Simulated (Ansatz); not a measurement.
# CH6SeSn (SMILES [CH3][SnH2][SeH]): methods side by side

CH6SeSn: 9 atoms, total charge 0, spin state singlet. SMILES: `[CH3][SnH2][SeH]`. Geometry: relaxed at PBE0-D4/def2-TZVP. This is one conformer, not always the lowest.

Quantity: the vertical energy of the triplet above the singlet, in eV. The values are calculated.

```
                            level                   kind  program  value (eV)  less CCSD(T)/def2-SVP  CPU time (all runs)
     HF/def2-SVP (core potential)           Hartree–Fock   Ansatz        4.91                  -0.17                 38 s
    PBE/def2-SVP (core potential)                    GGA   Ansatz        4.61                  -0.47                 36 s
 revPBE/def2-SVP (core potential)                    GGA   Ansatz        4.63                  -0.45                 37 s
 r2SCAN/def2-SVP (core potential)               meta-GGA   Ansatz        4.75                  -0.33                 90 s
   PBE0/def2-SVP (core potential)          global hybrid   Ansatz        4.81                  -0.27                 66 s
    MP2/def2-SVP (core potential)    perturbation theory   Ansatz        5.21                  +0.13                 31 s
CCSD(T)/def2-SVP (core potential)  coupled cluster or CI   Ansatz        5.08                   0.00              8.1 min
   CCSD/def2-SVP (core potential)  coupled cluster or CI   Ansatz        5.08                   0.00              6.6 min
```

CCSD(T)/def2-SVP (core potential) is the highest level here, not the true value. Spin-orbit coupling is left out. The values span 4.61 to 5.21 eV. In the correlated wave-function rows the outer d shell of Se, Sn is correlated, in sets not made for it. Times are those of the runs behind each value, whatever else they computed, on shared processors of several kinds: orders of magnitude only.
